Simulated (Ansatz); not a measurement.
Cost and result for the atomization energy of AlCl2H2N (`[NH2][Al]([Cl])[Cl]`) (6 atoms, 5 bonds).

Z-matrix (Å, degrees):
```
N
Al 1 1.747
H 1 1.006 2 124.4
H 1 1.006 2 124.4 3 -180.0
Cl 2 2.082 1 120.1 3 -0.0
Cl 2 2.082 1 120.1 3 180.0
```

Charge 0, multiplicity 1. All single points use the PBE0-D4/def2-TZVP geometry. It is one conformer, not always the lowest. Program: Ansatz. All runs use 2 threads of a server CPU on a shared host. Times are those of one run each, without the atoms' runs, and a repeat can differ threefold. Electronic energies, without spin–orbit coupling; frozen cores. CCSD(T)/CBS adds CCSD(T) − MP2 in def2-TZVPP to the MP2 limit, and its time is that of the two runs behind it. T1 = 0.009. HSE06 is the plane-wave form, built on full-range PBE exchange.

CCSD(T)/CBS is a level of theory with its own doubt, some kJ/mol a heavy atom from the limit and from the frozen cores, so smaller differences don't rank the functionals.

```
                           level  functions  wall time
                CCSD(T)/def2-SVP         78      1.2 s
              BLYP-D4/def2-TZVPP        185      2.1 s
            revPBE-D4/def2-TZVPP        185      2.2 s
 PBE-D4/def2-TZVPP (with forces)        185      2.6 s
              PBE0-D4/def2-TZVPP        185      3.2 s
             HSE06-D4/def2-TZVPP        185      3.5 s
           r2SCANh-D4/def2-TZVPP        185        6 s
               B97M-V/def2-TZVPP        185      9.5 s
              ωB97X-V/def2-TZVPP        185       10 s
                  MP2/def2-QZVPP        327       14 s
ωB97M-V/def2-TZVPP (with forces)        185       14 s
              CCSD(T)/def2-TZVPP        185       22 s
               CCSD(T)/CBS(def2)          –       35 s
```

(1) What atomization energy does each give, and how far from CCSD(T)/CBS? (Best estimate.)

Answers

(1) The calculation gave: 
```json
{"level": "CCSD(T)/def2-SVP", "atomization (kcal/mol)": "446.7", "difference from CCSD(T)/CBS": "-41.7", "per bond": "-8.3"}
{"level": "BLYP-D4/def2-TZVPP", "atomization (kcal/mol)": "480.5", "difference from CCSD(T)/CBS": "-7.9", "per bond": "-1.6"}
{"level": "revPBE-D4/def2-TZVPP", "atomization (kcal/mol)": "477.7", "difference from CCSD(T)/CBS": "-10.7", "per bond": "-2.2"}
{"level": "PBE-D4/def2-TZVPP (with forces)", "atomization (kcal/mol)": "490.8", "difference from CCSD(T)/CBS": "2.4", "per bond": "0.5"}
{"level": "PBE0-D4/def2-TZVPP", "atomization (kcal/mol)": "483.2", "difference from CCSD(T)/CBS": "-5.2", "per bond": "-1.0"}
{"level": "HSE06-D4/def2-TZVPP", "atomization (kcal/mol)": "483.6", "difference from CCSD(T)/CBS": "-4.8", "per bond": "-1.0"}
{"level": "r2SCANh-D4/def2-TZVPP", "atomization (kcal/mol)": "484.7", "difference from CCSD(T)/CBS": "-3.7", "per bond": "-0.8"}
{"level": "B97M-V/def2-TZVPP", "atomization (kcal/mol)": "492.1", "difference from CCSD(T)/CBS": "3.7", "per bond": "0.7"}
{"level": "ωB97X-V/def2-TZVPP", "atomization (kcal/mol)": "488.9", "difference from CCSD(T)/CBS": "0.5", "per bond": "0.1"}
{"level": "MP2/def2-QZVPP", "atomization (kcal/mol)": "496.2", "difference from CCSD(T)/CBS": "7.8", "per bond": "1.6"}
{"level": "ωB97M-V/def2-TZVPP (with forces)", "atomization (kcal/mol)": "489.8", "difference from CCSD(T)/CBS": "1.4", "per bond": "0.3"}
{"level": "CCSD(T)/def2-TZVPP", "atomization (kcal/mol)": "470.4", "difference from CCSD(T)/CBS": "-18.0", "per bond": "-3.6"}
{"level": "CCSD(T)/CBS(def2)", "atomization (kcal/mol)": "488.4", "difference from CCSD(T)/CBS": "0.0", "per bond": "0.0"}
```

At CCSD(T), def2-SVP lies −41.7 kcal/mol from the extrapolated value and def2-TZVPP −18.0 kcal/mol: correlation converges slowly with the basis, and small sets miss more of it in the bonded molecule than in its fragments. The D4 term adds +5.5 kcal/mol with B3LYP and +2.9 kcal/mol with PBE0; it sums over pairs of atoms, weighted by their polarisabilities, and B3LYP, whose exchange is more repulsive, gets the larger term. Leaving LDA and LC-ωPBE aside and taking each functional with its dispersion term where it has one, the values, not all of them listed here, spread over 22.2 kcal/mol, from BHLYP-D4 to B97M-V. LDA lies +60.3 kcal/mol from PBE without D4, its usual overbinding.

B3LYP here is the variant with VWN-RPA as its local correlation; programs differ in this.
